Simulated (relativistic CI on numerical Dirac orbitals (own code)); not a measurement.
Transition arrays of Pm15+

These numbers are calculated, not measured: Dirac-Coulomb-Breit CI, KLI orbitals optimised for each configuration, QED by a radiative potential, valence Slater integrals scaled by 0.9, whole transition arrays (own radial code, finite nucleus).

CI space (outside the closed core [Kr]): 4d¹⁰, 4d⁹4f, 4d⁹5p, 4d⁹5f. Levels of other configurations are missing.

All E1 lines from the levels of 4d¹⁰; mean and standard deviation are weighted by gf, and upper levels are sorted by their leading configuration.

```tsv
Upper configuration	Lines	Σgf	Mean (eV)	Mean (nm)	σ (eV)	Strongest line (nm)
4d⁹4f	3	10.3	163.88	7.565	1.94	7.560
4d⁹5p	3	0.8	170.28	7.281	1.84	7.246
4d⁹5f	3	0.2	262.05	4.731	2.34	4.696
```

Σgf per state of the lower configuration in bins of 0.1 nm over the central range (centre: value): 4.65: 0.14, 7.25: 0.38, 7.35: 0.34, 7.55: 10.22.

(1) How do configuration mixing and the scaling of the Slater integrals move the arrays?

Answers

(1) Slater scale 0.9, no configuration mixing: 4d⁹4f 164.4 ± 2.0 eV (Σgf 9.7), 4d⁹5p 171.2 ± 1.8 eV (Σgf 1.2), 4d⁹5f 261.6 ± 2.3 eV (Σgf 0.5); Slater scale 1: 4d⁹4f 167.3 ± 2.0 eV (Σgf 9.7), 4d⁹5p 168.8 ± 0.9 eV (Σgf 1.5), 4d⁹5f 262.2 ± 2.4 eV (Σgf 0.2); Slater scale 0.8: 4d⁹4f 160.3 ± 2.0 eV (Σgf 9.9), 4d⁹5p 170.6 ± 1.8 eV (Σgf 0.9), 4d⁹5f 261.9 ± 2.3 eV (Σgf 0.2). With mixing, levels are counted to their leading configuration, so an array can shrink or vanish into another, and the sums then hold other lines.
